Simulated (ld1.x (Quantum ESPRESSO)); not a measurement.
**V: one change to a PAW potential, before and after**

- Element: V
- Generator: ld1.x (Quantum ESPRESSO) 7.5
- Type: PAW
- Functional: PBEsol
- Relativity: non-relativistic
- Frozen core: [Ne]
- Valence charge: 13
- Reference configuration: 3s2 3p6 3d3 4s0.5 4p0 (charge +1.5)
- Partial waves: 3s (bound): rcut 1.35, rcutus 1.85 bohr; 4s (bound): rcut 1.35, rcutus 1.85 bohr; 3p (bound): rcut 1.35, rcutus 1.50 bohr; 4p (bound, empty): rcut 1.35, rcutus 1.50 bohr; 3d (bound): rcut 1.25, rcutus 1.65 bohr; 3d channel at 4 Ry: rcut 1.25, rcutus 1.65 bohr
- Local potential: all-electron potential smoothed inside 1.50 bohr (lloc = -2)
- Core correction: Bessel-smoothed model core inside 1.50 bohr
- Augmentation charge: BESSEL, radius 0.95 bohr

All-electron outer shells of the reference configuration (PBEsol, non-relativistic, ld1.x):

```
shell  level (eV)  outermost node (bohr)  outermost maximum (bohr)
   2p     -513.39                      –                      0.21
   3s      -80.82                   0.38                      0.83
   3p      -55.68                   0.35                      0.85
   3d      -16.98                      –                      0.88
   4s      -14.06                   1.17                      2.56
   4p       -9.71                   1.28                      3.05
```

Change: augmentation BESSEL, radius 1.25 bohr.

Cutoffs: the cutoffs (Ry, on a coarse ladder) from which the occupation-weighted sum of valence levels, in a spherical-Bessel basis at the reference potential, stays within 10 and 1 mRy of its value at 400 Ry; they do not see the model core or the augmentation charge, which bear on the density cutoff. Errors are all-electron minus pseudo energies relative to the spin-unpolarised reference configuration.

Problem. What does the change do?

Solution. The potential gets neither clearly harder nor softer (40 Ry and 70 Ry → 40 Ry and 70 Ry); of the 7 tests that both files solve, the error grows in 1 and shrinks in 3 by more than 15 % and 0.3 meV (median size 0.7 → 0.9 meV); neither file shows a bound ghost.

```tsv
quantity	base	changed
cutoff, loose	40 Ry	40 Ry
cutoff, tight	70 Ry	70 Ry
bound ghosts	none	none
error for 3s2 3p6 3d3 4s2 4p0, meV [ΔE -13.88 eV]	+0.4	0.0
error for 3s2 3p6 3d3 4s1 4p0, meV [ΔE -6.21 eV]	+0.1	0.0
error for 3s2 3p6 3d3 4s0 4p0, meV [ΔE 7.86 eV]	+0.1	-0.1
error for 3s2 3p6 3d3.5 4s1.5 4p0, meV [ΔE -13.94 eV]	-1.0	-0.9
error for 3s2 3p6 3d2 4s2 4p1, meV [ΔE -7.87 eV]	+12	-1.9
error for 3s2 3p6 3d2 4s0 4p0, meV [ΔE 36.89 eV]	-0.7	-1.6
error for 3s2 3p6 3d2 4s2 4p0, meV [ΔE -2.66 eV]	+15	-2.0
s: phases at 2.00 bohr within 0.05 rad from the reference energy up to (Ry; the scan ends near 5)	to the end of the scan	to the end of the scan
p: phases at 2.00 bohr within 0.05 rad from the reference energy up to (Ry; the scan ends near 5)	to the end of the scan	to the end of the scan
d: phases at 2.00 bohr within 0.05 rad from the reference energy up to (Ry; the scan ends near 5)	to the end of the scan	to the end of the scan
lowest overlap eigenvalue by channel	s 0.06, p 0.19, d 0.87	s 0.06, p 0.19, d 0.87
```
